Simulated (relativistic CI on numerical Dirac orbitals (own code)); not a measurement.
Transition arrays of Ag²⁰⁺

Calculated at this level of theory: Dirac-Coulomb-Breit CI, orbitals from a KLI potential per configuration, QED by a radiative potential, valence Slater integrals scaled by 0.9, whole transition arrays (own radial code, finite nucleus).

Configurations in the expansion (outside the closed core [Ne] 3s2): 3p⁶3d⁹, 3p⁶3d⁸4f, 3p⁵3d¹⁰, 3p⁶3d⁸4p, 3p⁶3d⁸5f. Levels of other configurations are missing.

All E1 lines from the levels of 3p⁶3d⁹; mean and standard deviation are weighted by gf, and upper levels are sorted by their leading configuration.

| Upper configuration | Lines | Σgf | Mean (eV) | Mean (nm) | σ (eV) | Strongest line (nm) |
| --- | --- | --- | --- | --- | --- | --- |
| 3p⁶3d⁸4f | 81 | 50.3 | 571.05 | 2.171 | 4.69 | 2.163 |
| 3p⁵3d¹⁰ | 3 | 2.0 | 211.42 | 5.864 | 12.82 | 6.119 |
| 3p⁶3d⁸4p | 60 | 4.4 | 424.98 | 2.917 | 4.15 | 2.937 |
| 3p⁶3d⁸5f | 81 | 23.2 | 708.34 | 1.750 | 5.12 | 1.742 |

Σgf per state of the lower configuration in bins of 0.05 nm over the central range (centre: value): 1.725: 1.63, 1.775: 0.69, 2.125: 0.46, 2.175: 4.20, 2.225: 0.36, 2.875: 0.07, 2.925: 0.35.

Q: How do configuration mixing and the scaling of the Slater integrals move the arrays?

A: Slater scale 0.9, no configuration mixing: 3p⁶3d⁸4f 571.9 ± 4.8 eV (Σgf 55.1), 3p⁵3d¹⁰ 212.5 ± 12.9 eV (Σgf 2.2), 3p⁶3d⁸4p 425.0 ± 4.2 eV (Σgf 4.0), 3p⁶3d⁸5f 707.5 ± 5.1 eV (Σgf 17.2); Slater scale 1: 3p⁶3d⁸4f 572.5 ± 5.0 eV (Σgf 50.4), 3p⁵3d¹⁰ 211.2 ± 12.8 eV (Σgf 1.9), 3p⁶3d⁸4p 425.2 ± 4.5 eV (Σgf 4.5), 3p⁶3d⁸5f 709.0 ± 5.5 eV (Σgf 23.2); Slater scale 0.8: 3p⁶3d⁸4f 569.6 ± 4.4 eV (Σgf 50.2), 3p⁵3d¹⁰ 211.6 ± 12.8 eV (Σgf 2.0), 3p⁶3d⁸4p 424.8 ± 3.8 eV (Σgf 4.4), 3p⁶3d⁸5f 707.7 ± 4.8 eV (Σgf 23.1). With mixing, levels are counted to their leading configuration, so an array can shrink or vanish into another, and the sums then hold other lines.
